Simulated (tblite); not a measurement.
Species: C5H11OP.
Z-matrix (Å and degrees, GFN2-xTB geometry), rows numbered from 1:
```
C 
C   1  1.3208
P   2  1.8161  1  118.80
C   3  1.8363  2  104.47  1   125.94
O   3  1.4672  2  114.45  1     1.38
C   3  1.8462  2  103.86  1  -123.07
C   6  1.5200  3  109.63  2   179.72
H   1  1.0784  2  123.31  3   179.91
H   1  1.0789  2  119.35  3    -0.17
H   2  1.0801  1  122.78  3  -179.63
H   4  1.0886  3  107.48  2   -64.68
H   4  1.0881  3  108.18  2   178.43
H   4  1.0857  3  112.32  2    56.52
H   6  1.0901  3  110.62  2   -56.49
H   6  1.0937  3  105.81  2    60.90
H   7  1.0886  6  109.26  3   -50.25
H   7  1.0883  6  110.92  3    69.08
H   7  1.0885  6  111.02  3  -170.25
```

Computed with GFN2-xTB (tblite): harmonic, unscaled wavenumbers at the GFN2-xTB geometry, gas phase. Against measured fundamentals such values can be off by several per cent, at times by over 20. One conformer, not necessarily the lowest.

Harmonic wavenumbers (cm⁻¹): 59.9, 74.4, 145.7, 157.3, 185.4, 197.7, 224.0, 255.1, 303.5, 349.6, 448.0, 542.7, 652.9, 702.9, 728.3, 781.7, 840.0, 847.6, 909.2, 965.4, 982.7, 1005.1, 1015.7, 1074.8, 1215.4, 1231.6, 1250.1, 1267.0, 1308.9, 1379.3, 1404.9, 1423.3, 1438.7, 1441.6, 1492.5, 1496.0, 1666.8, 2946.1, 2977.7, 3008.8, 3011.0, 3020.0, 3026.8, 3032.0, 3036.3, 3060.8, 3082.0, 3112.5.

A = 3265, B = 1531, C = 1434 MHz; mass 118.055 u (most abundant isotopes); point group C1, symmetry number 1.

Question: What is the zero-point energy?

Answer: ½Σν̃ = 32390 cm⁻¹ = 92.61 kcal/mol.

Question: Entropy at 500 K, 1 bar (ideal gas, RRHO, classical rotation)?

Answer: Translation 42.81, rotation 29.74, vibration 47.22: S = 119.8 cal/(mol K).

Question: And Cp and H(500 K) − H(0)?

Answer: Cp = 53.28 cal/(mol K), of which vibrations give 45.34 (their classical limit is 48 R = 95.4); H(500 K) − H(0) = 16.06 kcal/mol without the zero-point energy, 12.09 from vibrations.

Question: How do the functions run with temperature in this model?

Answer: 
```
T (K)  S (cal/(mol K))  Cp (cal/(mol K))  H − H(0) (kcal/mol)  G − H(0) (kcal/mol)  ln q(vib)
  100             67.5              19.2                 1.28                -5.46       1.43
  200             83.7              28.3                 3.68               -13.06       4.03
  300             96.8              37.1                 6.94               -22.11       6.62
  800            148.6              69.3                34.65               -84.22      18.59
 1000            164.9              76.5                49.28              -115.61      22.90
```

q(vib) and H(0) count from the zero-point level.

Question: Blend soft modes into free rotors: weight 1/[1 + (100 cm⁻¹/ν̃)⁴] for the oscillator and the rest for a rotor with moment μB/(μ + B), μ = h/(8π²ν), B = 10⁻⁴⁴ kg m². What vibrational entropy results?

Answer: 44.42 cal/(mol K) in place of 47.22, which changes −T·S at 500 K by +1.40 kcal/mol.

Hindered rotation and anharmonicity are outside this model. Other conformers, if any are populated, would add a mixing term that is left out. The structure is chiral; the term R ln 2 for an equal mix with its mirror image is left out.

On one thread, Arm Neoverse V1 (aarch64) (shared host), this took 0.59 s. The figure is for the frequency step alone.
